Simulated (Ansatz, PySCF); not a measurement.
C2H3ClGe, SMILES `C=[CH][Ge][Cl]` (excited triplet; C–C–Ge–Cl torsion 0°) (charge 0, multiplicity 3). This triplet is an excited state, 1.84 eV above the relaxed singlet at the level B3LYP-D3(BJ)/def2-TZVP (PySCF).

These are Ansatz (a quantum-chemistry and plane-wave program) with r2SCAN/cc-pVTZ // B3LYP-D3(BJ)/def2-TZVP values and carry that method's errors.

Ansatz 0.2 input:
```yaml
crystal:
  periodic: [false, false, false]
  atoms:
    - { symbol: C, position_ang: [-0.982485, 0.251642, -0.01196] }
    - { symbol: C, position_ang: [-0.127377, -0.772991, -0.063212] }
    - { symbol: Ge, position_ang: [1.802842, -0.550154, 0.015375] }
    - { symbol: Cl, position_ang: [2.460881, 1.526659, 0.194852] }
    - { symbol: H, position_ang: [-2.051318, 0.06971, -0.059794] }
    - { symbol: H, position_ang: [-0.66271, 1.281479, 0.077073] }
    - { symbol: H, position_ang: [-0.439835, -1.806345, -0.152334] }
basis:
  gaussian: { orbitals: cc-pVTZ }
hamiltonian:
  xc: r2scan
magnetization:
  spin_polarized: true
  initial_magnetization: 2
```

Output:

```
Functional definition: r2SCAN
1138 factors; their error is unknown
mean field evaluation 1: about -71144.6503 eV, gradient 5.5e1 eV
mean field evaluation 2: about -70981.5253 eV, gradient 1.4e2 eV
mean field evaluation 4: about -71160.2389 eV, gradient 1.7e1 eV
mean field evaluation 8: about -71162.1701 eV, gradient 3.9e-1 eV
mean field evaluation 16: about -71162.1552 eV, gradient 1.0e-2 eV
mean field -71162.15515498 eV, -2615.1609665041 hartree, gradient 7.5e-5 eV, S^2 2.018889; 0 other end points of the search recorded, 0 dependent functions left out
reference -71162.15516802 eV, -2615.1609669834 hartree; 33, 31 occupied and 146, 148 virtual orbitals, 1138 factors
Total energy: -71162.15516802 eV, -2615.1609669834 hartree
```
